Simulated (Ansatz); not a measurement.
# Nudged elastic band run: H6O2Si2

input.yaml

```yaml
crystal:
  periodic: [false, false, false]
  atoms:
    - { symbol: O, position_ang: [-1.102677, 1.889631, 1.08018] }
    - { symbol: Si, position_ang: [0.09678, 0.659595, 0.92938] }
    - { symbol: Si, position_ang: [-0.127456, -0.645437, -0.918991] }
    - { symbol: O, position_ang: [1.061523, -1.886721, -1.060226] }
    - { symbol: H, position_ang: [-0.920814, 2.497192, 0.284633] }
    - { symbol: H, position_ang: [-0.051905, -0.132967, 2.128897] }
    - { symbol: H, position_ang: [1.427044, 1.241666, 0.95749] }
    - { symbol: H, position_ang: [-1.462826, -1.215306, -0.95478] }
    - { symbol: H, position_ang: [0.03611, 0.143969, -2.118629] }
    - { symbol: H, position_ang: [0.86932, -2.490923, -0.264552] }
basis:
  gaussian: { orbitals: STO-3G }
hamiltonian:
  xc: pbe0
  dispersion: d4
neb:
  order_check: false
  images: 7
  f_tol: 0.05
  max_iterations: 60
  initial_path: idpp
  final_atoms:
    - { symbol: O, position_ang: [-1.02269943, 2.07062077, 0.91862163] }
    - { symbol: Si, position_ang: [0.02117065, 0.70330087, 1.02960625] }
    - { symbol: Si, position_ang: [-0.16343938, -0.73173214, -0.71134102] }
    - { symbol: O, position_ang: [1.18140563, -1.81103786, -0.62835132] }
    - { symbol: H, position_ang: [-0.67460503, 2.56999567, 0.10345902] }
    - { symbol: H, position_ang: [-0.35981434, 0.05806485, 2.26449207] }
    - { symbol: H, position_ang: [1.40438159, 1.12688647, 1.15392317] }
    - { symbol: H, position_ang: [-1.41562897, -1.46604794, -0.67622627] }
    - { symbol: H, position_ang: [-0.16687461, -0.02008539, -1.97848878] }
    - { symbol: H, position_ang: [1.02120289, -2.4392663, -1.41229276] }
```

Launched with:

```bash
$ ansatz run input.yaml --threads 1 --pin off --max-ram 2048MiB --backend cpu --events-out ev --progress --plain --runs-dir out
```

Output, in part (warnings, iteration lines, the closing report on the highest movable image, with atoms numbered from 0):

```
NEB end point (image 0): max|allowed force component| = 9.443e-4 eV/Å (the criterion of neb.relax_end_points is 1.000e-2)
NEB end point (image 8): max|allowed force component| = 1.038e-2 eV/Å (the criterion of neb.relax_end_points is 1.000e-2)
NEB iter   1: max|band force component| = 5.078e-1 eV/Å  barrier→ = 0.1054 eV  barrier← = 0.0855 eV  Δτ_max = 0.1257 Å  (186 SCF iters)
NEB iter   2: max|band force component| = 4.353e-1 eV/Å  barrier→ = 0.0828 eV  barrier← = 0.0629 eV  CI = image 4  Δτ_max = 0.0591 Å  (168 SCF iters)
NEB iter   3: max|band force component| = 2.429e-1 eV/Å  barrier→ = 0.0604 eV  barrier← = 0.0405 eV  CI = image 4  Δτ_max = 0.0144 Å  (168 SCF iters)
NEB iter   4: max|band force component| = 1.643e-1 eV/Å  barrier→ = 0.0588 eV  barrier← = 0.0389 eV  CI = image 4  Δτ_max = 0.0449 Å  (152 SCF iters)
NEB iter   5: max|band force component| = 3.046e-2 eV/Å  barrier→ = 0.0580 eV  barrier← = 0.0381 eV  CI = image 4  Δτ_max = 0.0000 Å  (325 SCF iters)
Total energy: -19697.31033739 eV, -723.8628035826 hartree
Atom 0 at    -1.062590     2.019136     0.962084 Å, force    -0.006759    -0.002865     0.003460 eV/Å
Atom 1 at     0.090380     0.736567     0.964486 Å, force     0.001808     0.017244     0.001518 eV/Å
Atom 2 at    -0.123102    -0.696919    -0.781883 Å, force    -0.023550     0.010942    -0.002004 eV/Å
Atom 3 at     1.206978    -1.800821    -0.825185 Å, force     0.030449    -0.004816    -0.002165 eV/Å
Atom 4 at    -0.830329     2.545329     0.122932 Å, force     0.003669    -0.000967    -0.000849 eV/Å
Atom 5 at    -0.135261     0.054990     2.218193 Å, force    -0.001007    -0.000525     0.000208 eV/Å
Atom 6 at     1.440105     1.271641     0.990047 Å, force     0.002397    -0.007387     0.000983 eV/Å
Atom 7 at    -1.383878    -1.410629    -0.721306 Å, force    -0.000416     0.000211     0.000768 eV/Å
Atom 8 at    -0.133175     0.051657    -2.025032 Å, force    -0.000166    -0.001291    -0.001661 eV/Å
Atom 9 at     0.755972    -2.710252    -0.840935 Å, force    -0.006426    -0.010546    -0.000257 eV/Å
Dipole moment:    -0.075047    -0.118428    -0.186994 e Å
```

The forces met the threshold. A vibrational analysis at the climbing image gives one clearly imaginary mode, 267i cm⁻¹: a first-order saddle point. Limits of this set-up: minimal basis.

Final band (atoms are numbered from 1 in the order of the input):

```tsv
image	path coordinate (Å)	energy (eV)	dihedral H8–Si3–O4–H10 (°)
0	0.00	0.000	-59
1	0.25	0.002	-54
2	0.50	0.017	-39
3	0.75	0.044	-19
4	1.00	0.058	3
5	1.22	0.048	22
6	1.44	0.029	40
7	1.67	0.021	53
8	1.89	0.020	56
```

The run took 38 s on 1 thread of Intel(R) Xeon(R) 6975P-C (Granite Rapids), on a shared host, peak memory 0.14 GiB.
